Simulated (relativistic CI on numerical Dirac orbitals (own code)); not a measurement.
The 4d ions of charge 5+

Computed by Dirac-Coulomb-Breit CI, orbitals from a KLI potential per configuration, QED by a radiative potential, unscaled Slater integrals (own radial code, finite nucleus).

Each species is treated in one configuration, given outside its closed core, with all valence electrons in the open shell. Radial values are for the open shell of highest l, unscaled and averaged over j; ζ includes the Breit term. Labels give the leading LS character, summed over repeated terms.

```
 Ion  Configuration  Its lowest level  LS weight (%)  ζ (cm⁻¹)    g_J  g√(J(J+1))  ⟨r⟩ (bohr)  ⟨r²⟩ (bohr²)
Mo⁵⁺             4d             ²D3/2            100     977.6  0.799        1.55        1.45         2.422
Tc⁵⁺            4d²               ³F2             99      1180  0.671        1.64        1.38         2.196
Ru⁵⁺            4d³             ⁴F3/2             99      1406  0.404        0.78       1.316         2.001
Rh⁵⁺            4d⁴               ⁵D0             97      1660               0.00       1.259         1.832
Pd⁵⁺            4d⁵             ⁶S5/2             99      1942  1.996        5.91       1.206         1.685
Ag⁵⁺            4d⁶               ⁵D4             98      2254  1.494        6.68       1.158         1.556
Cd⁵⁺            4d⁷             ⁴F9/2             96      2598  1.325        6.59       1.114         1.442
```
